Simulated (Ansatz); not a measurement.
Calculated with Ansatz (gas phase, PBE0-D4/def2-TZVP geometries, no zero-point term in ΔE). CCSD(T)/CBS adds triple-zeta CCSD(T) − MP2 to the extrapolated MP2 energy (def2 sets, frozen cores). This one scheme is used for every species. Functionals use def2-TZVPP. One conformer a species, not always the lowest.

Reaction (silylene formation by 1,1-elimination): `N[SiH2]S[SiH](N)F` → `N[Si]F` + `N[SiH2]S`

`N[SiH2]S[SiH](N)F`:

Cartesian coordinates in Å:
```
N 0.199 0.761 -1.839
Si 1.381 -0.158 -1.020
S 0.676 -1.835 0.165
Si -0.953 -0.877 1.093
N -0.512 0.719 1.512
F -2.219 -0.703 0.131
H -0.418 1.325 -1.273
H -0.308 0.338 -2.601
H 2.141 0.746 -0.128
H 2.272 -0.804 -2.012
H -1.424 -1.764 2.181
H -1.214 1.363 1.844
H 0.379 0.890 1.950
```

`N[Si]F`:

Z-matrix (Å, degrees):
```
N
Si 1 1.702
H 1 1.008 2 122.2
H 1 1.010 2 125.0 3 180.0
F 2 1.622 1 98.5 3 -180.0
```

`N[SiH2]S`:

Z-matrix (Å, degrees):
```
Si
S 1 2.151
N 1 1.706 2 111.5
H 1 1.484 2 111.6 3 -117.8
H 1 1.485 2 105.8 3 122.4
H 2 1.343 1 94.3 3 -148.1
H 3 1.006 1 122.1 2 53.2
H 3 1.006 1 120.4 2 -98.6
```

| species | PBE0-D4 energy (Eh) |
| --- | --- |
| `N[SiH2]S[SiH](N)F` | -1190.46763 |
| `N[Si]F` | -445.15802 |
| `N[SiH2]S` | -745.22468 |

**Question.** Work out ΔE.

**Answer.** ΔE = (-445.15802) + (-745.22468) − (-1190.46763) = 0.08493 Eh = +53.3 kcal/mol. CCSD(T)/CBS gives +51.0 kcal/mol.

Largest T1 diagnostic among the species: 0.014.

In def2-TZVPP, CCSD(T) changes the Hartree–Fock value by +3.0 kcal/mol (the triples alone add +0.9 kcal/mol) and MP2 by +7.5 kcal/mol. The D4 term adds +6.4 kcal/mol with B3LYP and +3.6 kcal/mol with PBE0; it sums over pairs of atoms, weighted by their polarisabilities, and B3LYP, whose exchange is more repulsive, gets the larger term. From PBE to PBE0 (25 % exact exchange), in def2-TZVPP and without D4, ΔE moves by +4.3 kcal/mol.

B3LYP here is the variant with VWN-RPA as its local correlation; programs differ in this.
